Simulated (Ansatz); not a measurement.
Consider the cleavage of the Si–Si bond: `F[Si]1([SiH3])[CH2][AlH]1` + `OP[SiH3]` → `OP([SiH3])[SiH3]` + `F[SiH]1[CH2][AlH]1`.

Program: Ansatz. Geometries: PBE0-D4/def2-TZVP. ΔE: electronic, gas phase. CCSD(T)/CBS is the MP2 limit (def2-TZVPP, def2-QZVPP) plus CCSD(T) − MP2 in def2-TZVPP, frozen cores. Functionals use def2-TZVPP. Each species was taken in one conformer, which may not be the lowest.

`F[Si]1([SiH3])[CH2][AlH]1`:

```xyz
11

F    -0.922   -2.046   -1.049
Si   -0.395   -0.809   -0.160
Si    1.888   -0.461   -0.486
C    -1.315    0.827   -0.238
Al   -1.243    0.348    1.670
H     2.233   -0.049   -1.875
H     2.681   -1.668   -0.134
H     2.278    0.641    0.441
H    -1.038    1.653   -0.891
H    -2.406    0.657   -0.333
H    -1.762    0.908    3.056
```

`OP[SiH3]`:

Cartesian coordinates in Å:
```
O 0.446 0.539 1.752
P 0.864 0.839 0.167
Si -0.420 -0.725 -0.841
H 1.218 0.662 2.309
H -0.060 1.885 -0.128
H -0.446 -0.380 -2.288
H -1.807 -0.759 -0.306
H 0.206 -2.061 -0.665
```

`OP([SiH3])[SiH3]`:

Cartesian coordinates in Å:
```
O -0.907 1.363 -1.210
P -0.957 0.569 0.268
Si -0.670 -1.557 -0.431
Si 1.170 0.887 0.947
H -1.654 1.964 -1.267
H -1.914 -2.017 -1.102
H -0.431 -2.379 0.786
H 0.474 -1.708 -1.370
H 2.173 0.527 -0.091
H 1.348 2.315 1.319
H 1.367 0.034 2.150
```

`F[SiH]1[CH2][AlH]1`:

Cartesian coordinates in Å:
```
F -0.317 1.448 2.010
Si -0.630 0.776 0.584
C 0.137 -0.870 0.142
Al 0.604 0.350 -1.335
H -2.109 0.728 0.447
H 1.183 -0.903 0.513
H -0.319 -1.844 0.309
H 1.452 0.316 -2.671
```

| level | ΔE (kJ/mol) |
| --- | --- |
| PBE-D4 | -7.5 |
| PBE0-D4 | -8.5 |

Task: What does CCSD(T)/CBS give? (Estimate.)

Result: Ansatz gave: -11.6 kJ/mol. The listed levels differ from it by 4.1, 3.1 kJ/mol.

Largest T1 diagnostic among the species: 0.014.
